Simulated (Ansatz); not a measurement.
Reaction (homolysis of the Si–Si bond): `O[SiH2][SiH2][SeH]` → `O[SiH2]`• + `[SiH2][SeH]`•

Program: Ansatz. Geometries: PBE0-D4/def2-TZVP. ΔE: electronic, gas phase. CCSD(T)/CBS is the MP2 limit (def2-TZVPP, def2-QZVPP) plus CCSD(T) − MP2 in def2-TZVPP, frozen cores. This one scheme is used for every species. DFT in def2-TZVPP. No spin–orbit coupling; open shells (•) take unrestricted orbitals. For Se outer-core shells are correlated without core-valence functions, which leaves a few kJ/mol of doubt a bond. Scalar relativity is left out up to krypton. One conformer a species, not always the lowest.

| species | r2SCAN-D4 energy (Eh) |
| --- | --- |
| `O[SiH2][SiH2][SeH]` | -3059.39205 |
| `O[SiH2]`• | -366.48402 |
| `[SiH2][SeH]`• | -2692.79351 |

(1) Work out ΔE.

Largest T1 diagnostic among the species: 0.015.

Results:

(1) ΔE = (-366.48402) + (-2692.79351) − (-3059.39205) = 0.11452 Eh = +300.7 kJ/mol. CCSD(T)/CBS gives +331.1 kJ/mol.

In def2-TZVPP, CCSD(T) changes the Hartree–Fock value by +86.5 kJ/mol (the triples alone add +6.4 kJ/mol) and MP2 by +89.8 kJ/mol; breaking electron pairs costs correlation energy, which Hartree–Fock lacks. The D4 term adds +17.1 kJ/mol with B3LYP and +9.5 kJ/mol with PBE0; it sums over pairs of atoms, weighted by their polarisabilities, and B3LYP, whose exchange is more repulsive, gets the larger term.

B3LYP here is the variant with VWN-RPA as its local correlation; programs differ in this.
